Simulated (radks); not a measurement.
Removal energies from the ruthenium ion Ru7+, [Kr] 4d(3/2: 1, 5/2: 0), by Delta-SCF beside the eigenvalue of the level emptied. All-electron calculation, Dirac Kohn-Sham, BLYP, spin-unpolarised, spherical densities, finite nucleus; Fermi nuclear charge, rms radius of each element as measured or else 0.836 A^(1/3) + 0.57 fm. Program: a radial shooting solver on a logarithmic mesh with Libxc functionals. Sub-shells are occupied by j as written (lower j first in brackets).

removed from                                  final configuration  Delta-SCF (eV)  -eigenvalue (eV)
4d3/2                                                        [Kr]          111.01            101.86
4p3/2         [Ar] 3d10 4s2 4p(1/2: 2, 3/2: 3) 4d(3/2: 1, 5/2: 0)          158.44            148.15
4p1/2         [Ar] 3d10 4s2 4p(1/2: 1, 3/2: 4) 4d(3/2: 1, 5/2: 0)          162.62            152.14
4s1/2                        [Ar] 3d10 4s1 4p6 4d(3/2: 1, 5/2: 0)          192.32            181.35
